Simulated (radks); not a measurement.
Question: Valence configurations of Zn II (all share [Ar]). Calculated with a radial shooting solver on a logarithmic mesh with Libxc functionals: Dirac Kohn-Sham, LDA (Slater exchange, Perdew-Wang correlation), spin-unpolarised, spherical densities, finite nucleus; open shells are shared between the two j in proportion to 2j + 1; Fermi nuclear charge, rms radius 3.9283 fm. Order these by energy: 3d8 4s1 4p2; 3d10 4s1; 3d7 4s1 4p3; 3d9.5 4s1 4p0.5; 3d9 4p2; 3d9 4s1 4p1; 3d8.5 4s1 4p1.5; 3d9 4s2; 3d10 4p1; 3d9.5 4p1.5.

Answer: From the lowest, in eV above it: 3d10 4s1 0.000; 3d10 4p1 6.422; 3d9.5 4s1 4p0.5 6.782; 3d9 4s2 8.025; 3d9.5 4p1.5 13.626; 3d9 4s1 4p1 15.111; 3d9 4p2 22.386; 3d8.5 4s1 4p1.5 25.116; 3d8 4s1 4p2 36.906; 3d7 4s1 4p3 66.220. NIST lists [Ar] 3d10 4s1 as the ground configuration; this level of theory agrees among the configurations tried. The energies are those of spherical spin-averaged densities, not of single terms.
